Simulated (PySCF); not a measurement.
Isomers of C3H11PSSi2, mass 165.986 u with the commonest isotopes. Level of theory: CAM-B3LYP/def2-SVPD in PySCF (dipole) on a GFN2-xTB geometry, gas phase. One conformer each, none proved a minimum here; rigid rotors.

Question: Order these by rotational constant C, largest first.
A. `[CH2:1]=[CH:2][CH2:3][SiH2:4][S:5][SiH2:6][PH2:7]` with C1–C2–C3–Si4 -15°, C2–C3–Si4–S5 -53°, C3–Si4–S5–Si6 -38°, Si4–S5–Si6–P7 -45°, S5–Si6–P7–H -165° and -72°
B. `[CH2:1]=[C:2]([SiH2:3][SiH2:4][PH2:5])[S:6][CH3:7]` with C1–C2–Si3–Si4 -110°, C2–Si3–Si4–P5 159°, Si3–Si4–P5–H 160° and 67°, C1–C2–S6–C7 5°
C. `[CH2:1]=[CH:2][S:3][CH2:4][SiH2:5][PH:6][SiH3:7]` with C1–C2–S3–C4 0°, C2–S3–C4–Si5 73°, S3–C4–Si5–P6 -140°, C4–Si5–P6–Si7 -162°
D. `[PH2:1][Si@H:2]1[CH2:3][CH2:4][CH2:5][SiH2:6][S:7]1` with H–P1–Si2–C3 174° and 81°, P1–Si2–C3–C4 57°, Si2–C3–C4–C5 72°, C3–C4–C5–Si6 -71°, C4–C5–Si6–S7 58°

Answer: D (836.7 MHz), A (744.5 MHz), C (465.6 MHz), B (439.9 MHz).

Question: Order these by out-of-plane moment Σ m c² = (Ia + Ib − Ic)/2, largest first.
A. `[CH2:1]=[C:2]([SiH2:3][SiH2:4][PH2:5])[S:6][CH3:7]` with C1–C2–Si3–Si4 -110°, C2–Si3–Si4–P5 159°, Si3–Si4–P5–H 160° and 67°, C1–C2–S6–C7 5°
B. `[PH2:1][Si@H:2]1[CH2:3][CH2:4][CH2:5][SiH2:6][S:7]1` with H–P1–Si2–C3 174° and 81°, P1–Si2–C3–C4 57°, Si2–C3–C4–C5 72°, C3–C4–C5–Si6 -71°, C4–C5–Si6–S7 58°
C. `[CH2:1]=[CH:2][CH2:3][SiH2:4][S:5][SiH2:6][PH2:7]` with C1–C2–C3–Si4 -15°, C2–C3–Si4–S5 -53°, C3–Si4–S5–Si6 -38°, Si4–S5–Si6–P7 -45°, S5–Si6–P7–H -165° and -72°
D. `[CH2:1]=[CH:2][S:3][CH2:4][SiH2:5][PH:6][SiH3:7]` with C1–C2–S3–C4 0°, C2–S3–C4–Si5 73°, S3–C4–Si5–P6 -140°, C4–Si5–P6–Si7 -162°

Answer: C (144.93 u·Å²), B (114.15 u·Å²), D (52.36 u·Å²), A (50.10 u·Å²).

Question: Order these by rotational constant B, largest first.
A. `[CH2:1]=[CH:2][S:3][CH2:4][SiH2:5][PH:6][SiH3:7]` with C1–C2–S3–C4 0°, C2–S3–C4–Si5 73°, S3–C4–Si5–P6 -140°, C4–Si5–P6–Si7 -162°
B. `[CH2:1]=[CH:2][CH2:3][SiH2:4][S:5][SiH2:6][PH2:7]` with C1–C2–C3–Si4 -15°, C2–C3–Si4–S5 -53°, C3–Si4–S5–Si6 -38°, Si4–S5–Si6–P7 -45°, S5–Si6–P7–H -165° and -72°
C. `[PH2:1][Si@H:2]1[CH2:3][CH2:4][CH2:5][SiH2:6][S:7]1` with H–P1–Si2–C3 174° and 81°, P1–Si2–C3–C4 57°, Si2–C3–C4–C5 72°, C3–C4–C5–Si6 -71°, C4–C5–Si6–S7 58°
D. `[CH2:1]=[C:2]([SiH2:3][SiH2:4][PH2:5])[S:6][CH3:7]` with C1–C2–Si3–Si4 -110°, C2–Si3–Si4–P5 159°, Si3–Si4–P5–H 160° and 67°, C1–C2–S6–C7 5°

Answer: C (1020 MHz), B (800.5 MHz), A (500.3 MHz), D (471.5 MHz).

```csv
SMILES,point group,Ia (u·Å²),Ib (u·Å²),Ic (u·Å²),κ,μa (D),μb (D),μc (D)
P[Si@H]1CCC[SiH2]S1,C1,337.00,495.29,603.99,-0.45,0.07,2.15,0.21
C=C([SiH2][SiH2]P)SC,C1,177.30,1071.75,1148.85,-0.97,1.62,0.23,0.62
C=CSC[SiH2]P[SiH3],C1,179.96,1010.19,1085.44,-0.97,0.88,0.27,0.40
C=CC[SiH2]S[SiH2]P,C1,337.37,631.34,678.85,-0.85,0.27,1.56,0.09
```
